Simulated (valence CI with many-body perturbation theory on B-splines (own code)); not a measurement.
**Tb⁴⁴⁺ in brief**

Calculated by configuration interaction combined with many-body perturbation theory (CI+MBPT): three valence electrons over a frozen Dirac-Fock core [Ar], radial functions for each j: 9 s, 9 p, 10 d, 8 f, 5 g, 3 h, 1 i, with the one-electron correlation potential Σ1, the two-electron term Σ2, the three-electron term Σ3, Breit, model QED; selected CI, second order for the rest (own B-spline code, finite nucleus).

The last digits are not significant, and no measured levels were compared; by estimate large intervals hold to a few tenths of a per cent, small ones and those within an open d or f shell to about a per cent. Only levels of the ground parity were solved; by the run's estimate the other parity begins above the list, which can be wrong where configurations are misplaced.

Levels are named by their leading jj configuration (3d3/2^4 stands for four electrons in 3d with j = 3/2), which in mixed levels can hold well under half, so a name can repeat and another be missing.

Rates and lifetimes use the calculated energies. Strong lines usually hold to 10 to 20 %, long lifetimes can be off by a factor of two.

(1) What is the ground level?

(2) What is the ionisation energy?

(3) Name the longest-lived excited levels whose lifetime is computed, and their main decay.

(4) How well does LS coupling describe the low levels?

## Answers

(1) (3d3/2^3) J=3/2, composition 50 % 3d³ ⁴F + 36 % 3d³ ²D + 10 % 3d³ ²P, g = 0.682.

(2) 3573.6 eV; NIST lists 3573 ± 4 eV (theoretical).

(3) (3d3/2^2 3d5/2) J=9/2 at 41.64 eV lives 804 ms, mostly by M1 to (3d3/2^2 3d5/2) J=7/2.

(4) Among the lowest 19 levels the leading LS term, summed over configurations, holds 58 % on average. For single configurations the figures are 58 % in LS and 95 % in jj coupling. Terms mix most in the J = 3/2 level at 38.54 eV, where the leading one holds 39 %.
